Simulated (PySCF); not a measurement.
C₂H₈FNSi₂, SMILES C[Si@H]1CN[Si@H]1F.

Geometry optimised at TPSSh-D3(BJ)/def2-SVP. The structure was generated by enumeration; whether it is a known compound was not checked.

Method: TDA-PBE/def2-SVPD (PySCF).

Vertical excitations. The molecule is in vacuum.

| state | energy (eV) | λ (nm) | f | main pairs |
|---|---|---|---|---|
| S1 | 5.39 | 230 | 0.006 | HOMO→LUMO+1 98 % |
| S2 | 5.40 | 229 | 0.012 | HOMO→LUMO 90 % |
| S3 | 5.55 | 223 | 0.003 | HOMO→LUMO+2 94 % |
| S4 | 5.90 | 210 | 0.023 | HOMO−1→LUMO 89 % |
| S5 | 6.12 | 202 | 0.067 | HOMO−1→LUMO+1 73 %, HOMO→LUMO+3 11 % |
| S6 | 6.24 | 199 | 0.011 | HOMO→LUMO+3 80 % |
| S7 | 6.42 | 193 | 0.088 | HOMO−1→LUMO+2 72 %, HOMO−1→LUMO+3 11 % |
| S8 | 6.51 | 190 | 0.017 | HOMO→LUMO+4 88 % |
| S9 | 6.65 | 186 | 0.032 | HOMO→LUMO+5 87 % |
| S10 | 6.68 | 186 | 0.014 | HOMO−2→LUMO 77 % |
| T1 | 4.81 | 258 | 0 | HOMO→LUMO 98 % |
| T2 | 5.16 | 240 | 0 | HOMO→LUMO+1 98 % |
| T3 | 5.22 | 237 | 0 | HOMO−1→LUMO 93 % |
| T4 | 5.41 | 229 | 0 | HOMO→LUMO+2 90 % |
Triplets are in the Tamm–Dancoff approximation.
